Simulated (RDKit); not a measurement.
RDKit input (UFF):

```python
from rdkit import Chem
from rdkit.Chem import AllChem, rdDetermineBonds

mol = Chem.MolFromXYZFile('mol.xyz')
rdDetermineBonds.DetermineBonds(mol, charge=-1)
print('SMILES', Chem.MolToSmiles(Chem.RemoveHs(mol)))
ff = AllChem.UFFGetMoleculeForceField(mol)
e0 = ff.CalcEnergy()
flag = ff.Minimize(maxIts=5000, forceTol=1e-5)
print(f'energy {e0:.4f} -> {ff.CalcEnergy():.4f} kcal/mol, converged: {flag == 0}')
print(Chem.MolToXYZBlock(mol))
```
mol.xyz:
```
12

C      1.55095800    -0.79262200     0.50749700
Si    -0.01993100     0.03585600    -0.21982500
C     -1.45430000    -0.74559000     0.78764200
O     -0.16519300    -0.04270300    -1.76493600
O      0.06263200     1.63131300     0.39801500
H      1.56898100    -1.86125300     0.27059000
H      2.44461600    -0.34082700     0.06632600
H      1.62613800    -0.69273900     1.59795900
H     -2.39963700    -0.26501500     0.51790000
H     -1.54893200    -1.81245900     0.56123700
H     -1.32354800    -0.64657700     1.87292400
H      0.15194800     1.63728300     1.35515300
```

Output:

```
SMILES C[Si](C)([O-])O
energy 16.8250 -> -1.2572 kcal/mol, converged: True
12

C      1.565785   -0.806757    0.506205
Si    -0.003608    0.041503   -0.045628
C     -1.469531   -0.759293    0.789149
O     -0.164579   -0.109184   -1.747186
O      0.061684    1.704395    0.375860
H      1.523181   -1.879922    0.228460
H      2.436946   -0.330558    0.011393
H      1.668907   -0.713581    1.606828
H     -2.401937   -0.254893    0.462461
H     -1.512269   -1.832457    0.511417
H     -1.364562   -0.666146    1.889600
H      0.153716    1.711562    1.361922
```

The dipole moment of an ion depends on the origin.

The geometry given is a B3LYP-D3(BJ)/def2-TZVP minimum.
